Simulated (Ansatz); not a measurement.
Ansatz (a quantum-chemistry and plane-wave program) input:

Ansatz 0.2 input:
```yaml
crystal:
  periodic: [false, false, false]
  atoms:
    - {symbol: Cr, position_ang: [0.22750457, -0.22640572, 0.26140648]}
    - {symbol: O, position_ang: [1.63015709, -0.75506695, -0.19819403]}
    - {symbol: O, position_ang: [-0.48751395, -1.06326647, 1.37790191]}
    - {symbol: Cl, position_ang: [-0.85889733, 1.17531792, -0.92420109]}
basis:
  gaussian:
    orbitals: def2-TZVPD
hamiltonian:
  xc: {name: SVWN5}
magnetization: {spin_polarized: true, initial_magnetization: 1}
output: {forces: true}
```

Predict the final energy.

-1650.55422 Eh (SVWN5/def2-TZVPD). The basis has 174 functions.

The spin state was set by rule; other spins were not relaxed.
